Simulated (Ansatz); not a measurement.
Cost and result up the ladder for (MgSe)4 ring (Mg4Se4) (8 atoms). Total charge 0; singlet. Geometry: r2SCAN-D4/def2-SVP.

```xyz
8

Mg    0.082   -2.528    0.034
Mg    1.905    0.038   -1.655
Mg   -0.081    2.528   -0.033
Mg   -1.906   -0.038    1.654
Se    1.894   -2.370   -1.549
Se    1.741    2.443   -1.609
Se   -1.896    2.370    1.546
Se   -1.739   -2.443    1.612
```

Ansatz on 4 threads of Arm Neoverse V1 on a shared host. Times are rough, and most runs start from the orbitals of an earlier one. PBE0-D4/def2-TZVP serves as the yardstick here, not as an exact answer. Differences are given only for rows in sets of like size (and for xTB, whose basis is part of the method), since another set adds its own error. Binding counts from free atoms at the same level (Mg singlet, Se triplet; other spins of the atoms weren't run), without zero-point energy or a counterpoise term.

Correlated methods freeze 40 core orbitals; core or outer-core shells of Mg, Se are correlated, in sets that lack core-valence functions. Another isomer (singlet) lies 1.97 eV lower at PBE0-D4/def2-TZVP; other spin states weren't run for this one.

Correlated methods converge slowly with the basis.

```
                         level  functions  wall time  binding energy per atom (eV)  difference from PBE0-D4/def2-TZVP (eV)
                     HF/STO-3G        108      1.1 s                          3.60                                       –
               PBE-D4/def2-SVP        200      5.5 s                          2.59                                       –
              PBE0-D4/def2-SVP        200        8 s                          2.57                                       –
PBE-D4/def2-TZVP (with forces)        320       11 s                          2.57                                    0.01
           r2SCAN-D4/def2-TZVP        320       17 s                          2.68                                    0.13
            BHLYP-D4/def2-TZVP        320       21 s                          2.41                                   -0.15
             PBE0-D4/def2-TZVP        320       21 s                          2.55                                    0.00
             RPA@PBE/def2-TZVP        320       24 s                          2.21                                   -0.34
                 MP2/def2-TZVP        320       25 s                          2.57                                    0.01
```
